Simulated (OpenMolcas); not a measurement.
**Ir II: CASPT2 settings compared**

```yaml
Program: OpenMolcas
Basis: ANO-R1 [7s5p4d2f]
Scalar_Hamiltonian: X2C, finite nucleus
Active_space: 8 electrons in 6 orbitals (5d 6s)
State_averaging: 2S+1 = 5 even, 15 roots; 2S+1 = 3 even, 45 roots kept (CI in the orbitals of an earlier block); 2S+1 = 1 even, 28 roots kept (CI in the orbitals of an earlier block)
Spin-orbit_coupling: state interaction with AMFI integrals over the reference wave functions, term energies averaged over their components
```

Methods on the same reference wave functions:
A. CASSCF
B. SS-CASPT2, IPEA 0.4 Eh, no level shift (closed shells correlated: none)
C. SS-CASPT2, IPEA 0.4 Eh, imaginary shift 0.1 Eh (closed shells correlated: 4f 5s 5p)
D. MS-CASPT2, IPEA 0.4 Eh, imaginary shift 0.1 Eh (closed shells correlated: 4f 5s 5p)
E. XMS-CASPT2, IPEA 0.3 Eh, no level shift (closed shells correlated: 4f 5s 5p)

Energies in cm-1 above 5d7 6s 5F5, the measured ground level; measured values from NIST Handbook of Basic Atomic Spectroscopic Data.

| Level | A | B | C | D | E | Measured |
| --- | --- | --- | --- | --- | --- | --- |
| 5d7 6s 5F5 | 0.0 | 0.0 | 0.0 | 0.0 | 0.0 | 0.0 |
| 5d7 6s 5F4 | 5353 | 5100 | 5180 | 5130 | 5150 | 4788 |
| 5d7 6s 3P2(1) [59 %] | 9328 | 4060 | 4460 | 4450 | 4800 |  |
| 5d7 6s 5F3 [70 %] | 9415 | 9120 | 9280 | 9250 | 9210 | 8187 |
| 5d8 3F4 | 10822 | 2050 | 3720 | 3810 | 3140 | 2263 |
| 5d7 6s 5P3 | 17206 | 15500 | 15590 | 15590 | 16230 | 12715 |
| 5d8 3F3 | 18769 | 9980 | 11590 | 11610 | 10950 | 9928 |
| 5d7 6s 3G5 [70 %] | 20519 | 19610 | 19410 | 19420 | 19940 | 17478 |
| 5d7 6s 3P0(1) | 20823 | 15530 | 15780 | 15420 | 15810 |  |
| 5d7 6s 3F3 [61 %] | 21600 | 19000 | 19270 | 19240 | 19510 | 17499 |

Deviations, from unrounded energies. A percentage is the sum of absolute deviations over the sum of measured energies, with the sign that they share, or ± where signs differ.

```
                        Against measurement  Levels       A      B      C      D      E
             mean absolute deviation (cm-1)       7    4400   1100   1600   1600   1600
      fine structure of the ground term (%)       2   +13.8   +9.7  +11.5  +10.9  +10.7
other terms of the ground configuration (%)       3   +24.4  +13.4  +13.8  +13.7  +16.7
                   other configurations (%)       2  +142.7   ±2.1  +25.5  +26.5  +15.6
```

B lies closest to measurement on these levels and A furthest from it. The largest miss of B in the table is 5d7 6s 5P3, by +2800 cm-1. The ranking rests on the paired levels alone, and a cruder setting can come out closer through cancelling errors.

Among B to E the level of the table that moves most is 5d8 3F4, by 1800 cm-1 (lowest in B, highest in D). Moves below CASPT2's spread within the term are not significant.

The mean deviations of B to E differ by less than CASPT2's widest spread within a term (2100 cm-1), so their order carries little weight.

From A to B the spin-free energies of the other terms of 5d7 6s shown, above 5F, scale by factors of 0.45 to 0.93.

The lowest spin-free term lies below A's lowest term by 0.143 hartree in B, 0.369 hartree in C, 0.369 hartree in D, 0.378 hartree in E.

Term energies are means over components that CASPT2 splits; among the terms shown or strongly mixed into the levels shown the widest spread is 2100 cm-1 (5d7 6s 5F, E). Terms from blocks run as CI alone lack orbitals of their own. Configurations are named by rounded mean occupations; where the s occupation lies near a half they are strongly mixed, a name can repeat and a true partner stay unpaired. A single d shell beside an s shell can misplace configurations of different d count against each other. The CASPT2 spread within a term exceeds the gap to the next term for 5d7 6s 3D and 5d7 6s 3H, so the order of their levels is uncertain (figures for D; the like holds for E). Without dynamic correlation excited terms often stand tens of per cent too high (terms of higher spin than the ground term too low), and those without a measured partner can miss by more than the paired ones (holds for A). Some levels mix across a computed gap that differs much from the measured one, so their mixing is not that of the real levels (holds for B; C; D; E). Some terms miss by over 15 % even with CASPT2, which points to a basis or an active space too small for the shells correlated (holds for B; C; D; E). Computed and measured levels are paired by configuration, term and J; levels that our copy of the source lacks, or whose pairing is in doubt (as where it misses far off the trend of its configuration), stay unpaired and out of the deviations. Only configurations of the active space appear. The table leaves out levels that lie high or whose names do not pair safely across all columns.

A share in square brackets marks a mixed level and gives the weight of the term that names it, the lowest over the columns. A number in round brackets counts repeated terms of one configuration in the order of the reference energies.
